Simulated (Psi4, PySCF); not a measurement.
Psi4 was given this input:
```
memory 2 GB

molecule {
0 2
C     1.32517045    0.17996425   -0.00948946
C     0.06095864    0.44136230   -0.01602886
H     2.25652235    0.69360547   -0.03009773
H    -0.31124892    1.47566041   -0.05242127
C    -1.04589578   -0.57280156    0.02299841
H    -0.64250733   -1.58055333    0.05836424
H    -1.67008190   -0.40821458    0.90058097
H    -1.67408412   -0.47164793   -0.86130678
}

set {
  basis 6-31g**
  reference uks
  scf_type pk
  puream true
  d_convergence 1e-8
  dft_radial_points 99
  dft_spherical_points 590
}

energy('b3lyp5')
print_variables()
```

Task: Give the equivalent PySCF input.

Result: One answer among several that fit: 
```python
from pyscf import gto, scf, dft

mol = gto.M(
    atom='''
C     1.32517045    0.17996425   -0.00948946
C     0.06095864    0.44136230   -0.01602886
H     2.25652235    0.69360547   -0.03009773
H    -0.31124892    1.47566041   -0.05242127
C    -1.04589578   -0.57280156    0.02299841
H    -0.64250733   -1.58055333    0.05836424
H    -1.67008190   -0.40821458    0.90058097
H    -1.67408412   -0.47164793   -0.86130678
''',
    basis='6-31g**',
    spin=1,
    verbose=4,
)

mf = dft.UKS(mol)
mf.xc = 'b3lyp5'
mf.grids.atom_grid = (99, 590)
mf.grids.prune = None
mf.kernel()
```

Both were run: Psi4 gave -117.140473 Eh and PySCF -117.140473 Eh, 0.000 mEh apart.
